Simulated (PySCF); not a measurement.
C2H7OSi, SMILES C[SiH](C)[O] (connectivity only; charge and spin as stated), charge -1, multiplicity 1.

The structure is a stationary point at B3LYP-D3(BJ)/def2-SVPD. The multiplicity is an assumed one; no other spin state was optimised. The isomer is the one that the SMILES or the coordinates give; other isomers of the formula were not compared.

Level of theory: CAM-B3LYP/def2-SVPD run with PySCF.

The molecule is in vacuum.

```yaml
total_energy: -444.95591 hartree
point_group: Cs
highest_occupied_level: -2.66 eV
lowest_empty_level: 5.04 eV
orbital_gap: 7.70 eV
dipole_moment_about_the_centre_of_nuclear_charge: 4.85 D
mean_static_polarisability: 69.7 bohr³ (10.32 Å³)
polarisability_principal_values: 65.1, 70.4, 73.5 bohr³
```
